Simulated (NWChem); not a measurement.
System: BeHBr; SMILES [Br][BeH]

Input file for NWChem:

```
start job
memory heap 200 mb stack 900 mb global 1100 mb
geometry units angstroms
  Be     0.000000     0.000000    -1.653148
  H      0.000000     0.000000    -2.976636
  Br     0.000000     0.000000     0.306908
end
basis spherical
  Be library def2-tzvp
  H library def2-tzvp
  Br library def2-tzvp
end
dft
  xc b3lyp
  iterations 150
end
driver
  maxiter 120
end
task dft optimize
task dft freq
```

This build's default masses of Se (78.918 u) and Br (79.917 u) are each other's, which moves their modes by up to 0.6 %.

The level has its own optimisation; frequencies are unscaled.

Q: Give the results of this calculation. (B3LYP/def2-TZVP.) Quantities: r Be–H (Å); r Be–Br (Å); highest harmonic frequency (cm⁻¹); lowest (cm⁻¹); zero-point energy (kcal/mol); dipole (D).

A: 
```
Quantity                           Result
---------------------------------  ------
r Be–H (Å)                          1.323
r Be–Br (Å)                         1.961
highest harmonic frequency (cm⁻¹)    2183
lowest (cm⁻¹)                         520
zero-point energy (kcal/mol)          5.6
dipole (D)                           0.29
```
